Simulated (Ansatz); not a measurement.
Ansatz (an electronic-structure program) input:

Ansatz 0.2 input:
```yaml
crystal:
  periodic: [false, false, false]
  atoms:
    - {symbol: Sn, position_ang: [0.00713831, 0.00221012, 0.27551140]}
    - {symbol: F, position_ang: [0.80132378, 1.42193659, -0.79804079]}
    - {symbol: F, position_ang: [-0.84098107, -1.43421501, -0.73257812]}
basis:
  gaussian:
    orbitals: def2-TZVP
magnetization: {spin_polarized: true, initial_magnetization: 2}
correlation: {method: mp2, electrons: outside_noble_gas}
relax: {f_tol: 0.003, max_steps: 100}
```

Which total energy does the run end on?

-412.87972 Eh (MP2/def2-TZVP). The basis has 112 functions.

This is an excited triplet: at this geometry the singlet lies 3.19 eV lower at RI-MP2/CBS(def2-TZVPPD,def2-QZVPPD)+[CCSD(T)-MP2]/def2-TZVPPD.
